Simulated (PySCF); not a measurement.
# Löwdin shares of the frontier orbitals

C6H4FNS.
Atom-mapped SMILES: `[F:1][c:2]1[cH:3][s:4][c:5]2[cH:6][cH:7][nH:8][c:9]12` (hydrogens: H10 on C3; H11 on C6; H12 on C7; H13 on N8)

Method: TDDFT wB97X-D/def2-SVPD, vertical, gas phase, core orbitals frozen in the response in PySCF 2.14.0, density-fitted response routines. Geometry: GFN2-xTB; no solvent, vibrations or thermal averaging.

Frontier orbitals with the atoms that hold most of them (Löwdin shares over 4%, at most four atoms; ? is withheld):

```json
{"orbital": "LUMO+2", "ε (eV)": "2.09", "atoms": "S4 29%, C2 16%, H13 12%, F1 11%"}
{"orbital": "LUMO+1", "ε (eV)": "2.00", "atoms": "S4 54%, C7 8%, H13 8%, C5 5%"}
{"orbital": "LUMO", "ε (eV)": "1.32", "atoms": "C3 21%, C2 15%, S4 13%, C7 13%"}
{"orbital": "HOMO", "ε (eV)": "-7.78", "atoms": "?"}
{"orbital": "HOMO-1", "ε (eV)": "-8.37", "atoms": "?"}
{"orbital": "HOMO-2", "ε (eV)": "-9.96", "atoms": "C6 23%, C5 16%, N8 11%, C2 10%"}
{"orbital": "HOMO-3", "ε (eV)": "-11.66", "atoms": "S4 48%, C5 14%, C3 10%, C9 10%"}
```

Which atoms hold the HOMO-1, and with what shares?

S4 (bonded to 2 C) 31%; C9 (bonded to 2 C and N) 14%; N8 (bonded to 2 C and H) 14%; C5 (bonded to 2 C and S) 13%. By element: sulfur 31%, carbon 28% or more, nitrogen 14%.

Give the leading atoms of the HOMO.

C3 (bonded to C, S and H) 20%; C7 (bonded to C, N and H) 17%; C6 (bonded to 2 C and H) 13%; C2 (bonded to 2 C and F) 12%.

How does S1 compare with the orbital gap of 9.10 eV?

S1 is at 5.28 eV (f = 0.295), 3.82 eV below the gap, made of HOMO→LUMO (94%). Without the coupling terms of the response equations the lowest excitation would equal the gap.

One configuration dominates each of S1 and S3. Which, and how do the shares of the two leading atoms of either orbital change from the occupied to the empty one?

- S1 (5.28 eV, f 0.295), HOMO→LUMO (94%): C3 20% → 21%, C7 17% → 13%, C2 12% → 15%
- S3 (5.58 eV, f 0.098), HOMO-1→LUMO (92%): S4 31% → 13%, C9 14% → at most 13%, C3 at most 14% → 21%, C2 at most 14% → 15%

Löwdin shares depend on the basis, the more so with diffuse functions.
